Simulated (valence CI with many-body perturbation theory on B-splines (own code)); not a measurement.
# Cr³⁺: E2, M1 decay

Method: configuration interaction combined with many-body perturbation theory (CI+MBPT): three valence electrons over a frozen Dirac-Fock core [Ar], a basis of 9 s, 9 p, 10 d, 8 f, 5 g, 3 h, 1 i functions for each j, with the one-electron correlation potential Σ1 (screened to all orders), the two-electron term Σ2, the three-electron term Σ3, Breit, model QED; selected single and double excitations, second order for the rest, scaled by the run's own slope (own B-spline code, finite nucleus).

Set against measurement, 66 paired levels are off by 1079 cm⁻¹ on average, the worst by 1844. These come from a selection out of Sugar and Corliss, J. Phys. Chem. Ref. Data 6, 317 (1977). Levels without a partner in it may be off by more, other configurations by 1,000 to 8,000 cm⁻¹.

Lines 1 to 50 of 114 in falling wavelength, among levels below 179680 cm⁻¹, chosen from the decays that carry over 1 % of a level's rate. Wavelengths and rates use the calculated energies, so an error of 1000 cm⁻¹ moves a line at 18240 Å by 18 % and its rate by three times that or more. Electric multipoles are in the length gauge, E1 and E2 with the static RPA response of the core. S is in atomic units (e²a₀⁴ for E2 and M2, e²a₀⁶ for E3), for M1 in squared Bohr magnetons. Weak lines are less certain than strong ones. Lines between different terms over intervals too small for the method are left out, as are lines whose strength nearly cancels and 3 of this kind that miss the measured wavelength by over 7 %.

Names give the largest LS component (configuration and term), which can be under half, so a name can repeat, a term be missing and a line seem to break the LS rules; names also repeat where a configuration has a term twice. Letters in brackets count levels of one name in rising energy.

```csv
λ vac (Å),λ from measured levels,Upper,Lower,Type,A (s⁻¹),S (a.u.)
4.262e+05,4.241e+05,3d³ ⁴F_5/2,3d³ ⁴F_3/2,M1,5.60e-04,9.64e+00
3.964e+05,3.925e+05,3d³ ²H_11/2,3d³ ²H_9/2,M1,1.96e-04,5.44e+00
3.162e+05,3.127e+05,3d³ ⁴F_7/2,3d³ ⁴F_5/2,M1,1.38e-03,1.29e+01
2.581e+05,2.564e+05,3d³ ⁴F_9/2,3d³ ⁴F_7/2,M1,1.57e-03,1.00e+01
19900,,3d³ ²P_3/2,3d³ ⁴P_5/2,M1,2.12e-02,2.47e-02
18800,,3d³ ²P_3/2,3d³ ⁴P_3/2,M1,3.10e-02,3.06e-02
18400,,3d³ ²P_3/2,3d³ ⁴P_1/2,M1,1.42e-02,1.31e-02
18240,18310,3d³ ²P_1/2,3d³ ⁴P_1/2,M1,5.46e-02,2.46e-02
15960,16180,3d³ ²D_3/2 [a],3d³ ⁴P_5/2,M1,1.89e-02,1.14e-02
15860,16150,3d³ ²D_5/2 [a],3d³ ⁴P_5/2,M1,9.22e-03,8.17e-03
7493,7300,3d³ ²F_7/2,3d³ ²D_5/2 [a],E2,1.78e-02,3.00e+00
7388,7199,3d³ ²F_5/2,3d³ ²D_5/2 [a],M1,5.26e-03,4.72e-04
7388,7199,3d³ ²F_5/2,3d³ ²D_5/2 [a],E2,4.26e-03,5.03e-01
7366,7191,3d³ ²F_5/2,3d³ ²D_3/2 [a],E2,1.59e-02,1.85e+00
7237,7667,3d³ ²F_7/2,3d³ ²H_11/2,E2,4.19e-02,5.94e+00
7167,7393,3d³ ⁴P_5/2,3d³ ⁴F_9/2,E2,3.97e-02,4.02e+00
7167,7089,3d³ ²G_7/2,3d³ ⁴F_9/2,M1,2.18e-03,2.38e-04
7119,7341,3d³ ⁴P_3/2,3d³ ⁴F_7/2,E2,2.94e-02,1.92e+00
7019,7234,3d³ ⁴P_1/2,3d³ ⁴F_5/2,E2,2.47e-02,7.52e-01
7013,7413,3d³ ²F_5/2,3d³ ²H_9/2,E2,5.21e-02,4.74e+00
6995,6918,3d³ ²G_9/2,3d³ ⁴F_9/2,M1,9.51e-02,1.21e-02
6974,7186,3d³ ⁴P_5/2,3d³ ⁴F_7/2,E2,1.45e-02,1.28e+00
6973,6898,3d³ ²G_7/2,3d³ ⁴F_7/2,M1,3.92e-02,3.94e-03
6962,7173,3d³ ⁴P_3/2,3d³ ⁴F_5/2,E2,2.34e-02,1.37e+00
6905,7113,3d³ ⁴P_1/2,3d³ ⁴F_3/2,E2,4.03e-02,1.13e+00
6850,7054,3d³ ⁴P_3/2,3d³ ⁴F_3/2,E2,8.34e-03,4.50e-01
6837,,3d³ ²F_7/2,3d³ ²P_3/2,E2,1.16e-02,1.24e+00
6823,7025,3d³ ⁴P_5/2,3d³ ⁴F_5/2,E2,3.63e-03,2.88e-01
6823,6749,3d³ ²G_7/2,3d³ ⁴F_5/2,M1,3.51e-02,3.30e-03
6810,6736,3d³ ²G_9/2,3d³ ⁴F_7/2,M1,3.67e-02,4.30e-03
6771,6650,3d³ ²F_5/2,3d³ ²P_1/2,E2,7.36e-03,5.61e-01
5190,5380,3d³ ²D_3/2 [b],3d³ ²F_5/2,E2,3.12e-01,4.19e+00
5183,5373,3d³ ²D_5/2 [b],3d³ ²F_7/2,E2,3.14e-01,6.29e+00
5179,5274,3d³ ²F_7/2,3d³ ²G_9/2,E2,9.02e-02,2.40e+00
5179,5274,3d³ ²F_7/2,3d³ ²G_9/2,M1,1.99e-02,8.20e-04
5089,5178,3d³ ²F_7/2,3d³ ²G_7/2,M1,4.03e-02,1.58e-03
5089,5178,3d³ ²F_7/2,3d³ ²G_7/2,E2,8.74e-03,2.13e-01
5081,,3d³ ²P_3/2,3d³ ⁴F_5/2,M1,6.11e-02,1.19e-03
5069,5186,3d³ ²P_1/2,3d³ ⁴F_5/2,E2,6.75e-04,4.03e-03
5040,5127,3d³ ²F_5/2,3d³ ²G_7/2,E2,9.97e-02,1.74e+00
5040,5127,3d³ ²F_5/2,3d³ ²G_7/2,M1,2.34e-02,6.67e-04
5021,,3d³ ²P_3/2,3d³ ⁴F_3/2,M1,3.73e-02,7.00e-04
4843,4973,3d³ ²D_5/2 [a],3d³ ⁴F_7/2,M1,1.69e-01,4.26e-03
4780,4899,3d³ ²D_3/2 [a],3d³ ⁴F_5/2,M1,1.42e-01,2.30e-03
4770,4895,3d³ ²D_5/2 [a],3d³ ⁴F_5/2,M1,2.12e-02,5.12e-04
4727,4843,3d³ ²D_3/2 [a],3d³ ⁴F_3/2,M1,7.72e-02,1.21e-03
4718,4839,3d³ ²D_5/2 [a],3d³ ⁴F_3/2,M1,7.00e-03,1.63e-04
3064,3095,3d³ ²D_5/2 [b],3d³ ²D_5/2 [a],E2,5.05e-01,7.30e-01
3060,3094,3d³ ²D_5/2 [b],3d³ ²D_3/2 [a],E2,7.90e-01,1.14e+00
3049,3079,3d³ ²D_3/2 [b],3d³ ²D_5/2 [a],E2,2.17e-01,2.04e-01
```
